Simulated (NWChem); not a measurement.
System: AgNH3Cl; SMILES [Ag]([Cl])<-[NH3]

NWChem input:

```
start job
memory heap 200 mb stack 900 mb global 1100 mb
geometry units angstroms noautoz
  Ag    -0.005407     0.272601     0.001615
  Cl    -0.001098    -2.008680    -0.000335
  N     -0.006386     2.442640     0.007370
  H     -0.603064     2.820634     0.743163
  H     -0.343027     2.827951    -0.874963
  H      0.928206     2.821689     0.159267
end
basis spherical
  * library def2-svp
end
ecp
  Ag library def2-ecp
end
dft
  xc xperdew91 perdew91
  iterations 150
  mulliken
end
task dft energy
```

NWChem printed, in part:

```
             Northwest Computational Chemistry Package (NWChem) 7.3.0
             --------------------------------------------------------

 C1  symmetry detected

                             Geometry "geometry" -> ""
                             -------------------------

 Output coordinates in angstroms (scale by  1.889725989 to convert to a.u.)

  No.       Tag          Charge          X              Y              Z
 ---- ---------------- ---------- -------------- -------------- --------------
    1 Ag                  47.0000    -0.00086212    -0.21539245    -0.00036754
    2 Cl                  17.0000     0.00096024     2.06589259     0.00041057
    3 N                    7.0000     0.00199697    -2.38543707     0.00085505
    4 H                    1.0000     0.55091617    -2.76536185    -0.77027419
    5 H                    1.0000    -0.93866622    -2.76984772    -0.08680605
    6 H                    1.0000     0.39796709    -2.76345977     0.86138951

 Effective nuclear repulsion energy (a.u.)     324.4849175699

 Summary of "ao basis" -> "ao basis" (spherical)
 ------------------------------------------------------------------------------
       Tag                 Description            Shells   Functions and Types
 ---------------- ------------------------------  ------  ---------------------
 Ag                         def2-svp                11       31   5s3p2d1f
 Cl                         def2-svp                 8       18   4s3p1d
 N                          def2-svp                 6       14   3s2p1d
 H                          def2-svp                 3        5   2s1p

            General Information
            -------------------
          SCF calculation type: DFT
          Wavefunction type:  closed shell.
          No. of atoms     :     6
          No. of electrons :    46
           Alpha electrons :    23
            Beta electrons :    23
          Charge           :     0
          Spin multiplicity:     1
          Use of symmetry is: off; symmetry adaption is: off
          Maximum number of iterations: 150
          AO basis - number of functions:    78
                     number of shells:    34
          Convergence on energy requested:  1.00D-06
          Convergence on density requested:  1.00D-05
          Convergence on gradient requested:  5.00D-04

              XC Information
              --------------
                 Perdew 1991   Exchange Functional  1.000
                Perdew 1991 Correlation Functional  1.000 non-local
            Perdew 1991 LDA Correlation Functional  1.000 local

             Grid Information
             ----------------
          Grid used for XC integration:  medium
          Radial quadrature: Mura-Knowles
          Angular quadrature: Lebedev.
          Tag              B.-S. Rad. Rad. Pts. Rad. Cut. Ang. Pts.
          ---              ---------- --------- --------- ---------
          Ag                  1.60      123           9.0       590
          Cl                  1.00       88          12.0       590
          N                   0.65       49          11.0       434
          H                   0.35       45          11.0       434
          Grid pruning is: on
          Number of quadrature shells:   395
          Spatial weights used:  Erf1

      Superposition of Atomic Density Guess
      -------------------------------------

 Sum of atomic energies:        -682.72207780

      Non-variational initial energy
      ------------------------------

 Total energy =    -661.517507
 1-e energy   =   -1267.103391
 2-e energy   =     455.649910
 HOMO         =      -0.428263
 LUMO         =      -0.079634

     ---------------------------------------------
      Total Density - Mulliken Population Analysis
     ---------------------------------------------

    Atom       Charge   Shell Charges
 -----------   ------   -------------------------------------------------------
    1 Ag  19    18.85  -0.49  1.67  0.82  0.60  0.11  5.98  0.13  0.06  9.32  0.65  0.00
    2 Cl  17    17.55   2.00  1.99  1.23  0.71  5.94  2.19  3.47  0.01
    3 N    7     7.35   1.99  0.99  0.40  2.40  1.57  0.01
    4 H    1     0.75   0.59  0.12  0.04
    5 H    1     0.75   0.59  0.12  0.04
    6 H    1     0.75   0.59  0.12  0.04

   convergence    iter        energy       DeltaE   RMS-Dens  Diis-err
 ---------------- ----- ----------------- --------- --------- ---------
 d= 0,ls=0.0,diis     1   -663.5296948981 -8.13D+02  3.36D-02  7.57D-01
 d= 0,ls=0.0,diis     2   -662.9446658526  5.85D-01  2.69D-02  5.98D+00
 d= 0,ls=0.0,diis     3   -663.6389653603 -6.94D-01  5.88D-03  3.20D-02
 d= 0,ls=0.0,diis     4   -663.6363073856  2.66D-03  3.13D-03  5.00D-02
 d= 0,ls=0.0,diis     5   -663.6443921992 -8.08D-03  2.74D-04  9.97D-04
  Resetting Diis
 d= 0,ls=0.0,diis     6   -663.6444853442 -9.31D-05  1.09D-04  1.09D-04
 d= 0,ls=0.0,diis     7   -663.6444960918 -1.07D-05  7.66D-05  1.59D-05
 d= 0,ls=0.0,diis     8   -663.6444928831  3.21D-06  4.87D-05  4.54D-05
 d= 0,ls=0.0,diis     9   -663.6444977985 -4.92D-06  6.10D-06  5.33D-07
 d= 0,ls=0.0,diis    10   -663.6444978527 -5.43D-08  1.61D-06  9.08D-09

         Total DFT energy =     -663.644497852713
      One electron energy =    -1272.339611412140
           Coulomb energy =      509.191296179426
    Exchange-Corr. energy =      -50.432156653122
 Nuclear repulsion energy =      149.935974033124

 Numeric. integr. density =       46.000006422226

                       DFT Final Molecular Orbital Analysis
                       ------------------------------------

 Vector   21  Occ=2.000000D+00  E=-2.165986D-01
              MO Center= -3.1D-05,  6.0D-01, -1.3D-05, r^2= 2.7D+00
   Bfn.  Coefficient  Atom+Function         Bfn.  Coefficient  Atom+Function
  ----- ------------  ---------------      ----- ------------  ---------------
    19      0.484993  1 Ag d  2               4      0.454075  1 Ag s
    43     -0.371770  2 Cl py                17      0.280005  1 Ag d  0
    40     -0.275731  2 Cl py                 2     -0.273349  1 Ag s
    37     -0.162402  2 Cl py                 5      0.132987  1 Ag s
     1      0.127471  1 Ag s                  3     -0.110654  1 Ag s

 Vector   22  Occ=2.000000D+00  E=-1.947490D-01
              MO Center=  4.1D-04,  1.7D+00,  2.8D-04, r^2= 2.0D+00
   Bfn.  Coefficient  Atom+Function         Bfn.  Coefficient  Atom+Function
  ----- ------------  ---------------      ----- ------------  ---------------
    42      0.606588  2 Cl px                39      0.440116  2 Cl px
    15     -0.342536  1 Ag d -2              36      0.257931  2 Cl px
    12      0.121082  1 Ag px                 9      0.056415  1 Ag px
     6     -0.056115  1 Ag px                70      0.050630  5 H  s
    20     -0.050078  1 Ag d -2              44     -0.034561  2 Cl pz

 Vector   23  Occ=2.000000D+00  E=-1.947467D-01
              MO Center=  7.3D-04,  1.7D+00,  2.1D-04, r^2= 2.0D+00
   Bfn.  Coefficient  Atom+Function         Bfn.  Coefficient  Atom+Function
  ----- ------------  ---------------      ----- ------------  ---------------
    44      0.606588  2 Cl pz                41      0.440114  2 Cl pz
    16     -0.342577  1 Ag d -1              38      0.257930  2 Cl pz
    14      0.121086  1 Ag pz                11      0.056413  1 Ag pz
     8     -0.056108  1 Ag pz                21     -0.050101  1 Ag d -1
    75     -0.047780  6 H  s                 65      0.040027  4 H  s

 Vector   24  Occ=0.000000D+00  E=-6.615769D-02
              MO Center=  1.3D-03, -1.7D+00,  4.9D-04, r^2= 6.0D+00
   Bfn.  Coefficient  Atom+Function         Bfn.  Coefficient  Atom+Function
  ----- ------------  ---------------      ----- ------------  ---------------
    52      0.897410  3 N  s                  5     -0.682246  1 Ag s
    13      0.320365  1 Ag py                65     -0.309122  4 H  s
    70     -0.309640  5 H  s                 75     -0.308872  6 H  s
    51      0.283364  3 N  s                 19      0.239318  1 Ag d  2
    43     -0.240417  2 Cl py                 2      0.157481  1 Ag s

 Vector   25  Occ=0.000000D+00  E=-6.202872D-03
              MO Center=  4.6D-02, -4.1D-01,  1.5D-02, r^2= 7.8D+00
   Bfn.  Coefficient  Atom+Function         Bfn.  Coefficient  Atom+Function
  ----- ------------  ---------------      ----- ------------  ---------------
    14      0.884668  1 Ag pz                44     -0.232586  2 Cl pz
    75      0.225138  6 H  s                 65     -0.188223  4 H  s
    11      0.175464  1 Ag pz                 8     -0.173710  1 Ag pz
    58     -0.163125  3 N  pz                55      0.148490  3 N  pz
    41     -0.122956  2 Cl pz                38     -0.071505  2 Cl pz

 Vector   26  Occ=0.000000D+00  E=-6.192268D-03
              MO Center= -5.3D-02, -4.1D-01, -1.8D-02, r^2= 7.8D+00
   Bfn.  Coefficient  Atom+Function         Bfn.  Coefficient  Atom+Function
  ----- ------------  ---------------      ----- ------------  ---------------
    12      0.884976  1 Ag px                70     -0.234541  5 H  s
    42     -0.232653  2 Cl px                 9      0.175565  1 Ag px
     6     -0.173775  1 Ag px                56     -0.162385  3 N  px
    65      0.151103  4 H  s                 53      0.148094  3 N  px
    39     -0.123001  2 Cl px                75      0.092417  6 H  s

     ---------------------------------------------
      Total Density - Mulliken Population Analysis
     ---------------------------------------------

    Atom       Charge   Shell Charges
 -----------   ------   -------------------------------------------------------
    1 Ag  19    19.01  -0.50  1.73  0.77  0.65  0.14  5.98  0.18  0.19  8.80  1.07  0.00
    2 Cl  17    17.29   2.00  1.98  1.27  0.68  5.93  2.13  3.28  0.01
    3 N    7     7.17   1.99  1.00  0.38  2.45  1.33  0.01
    4 H    1     0.85   0.70  0.10  0.05
    5 H    1     0.85   0.70  0.10  0.05
    6 H    1     0.85   0.70  0.10  0.05

[...]
```

Level: PW91/def2-SVP with def2 effective core potentials on Ag. Geometry: optimised at PBE0/def2-SVP. def2 effective core potentials on Ag; no spin-orbit coupling.
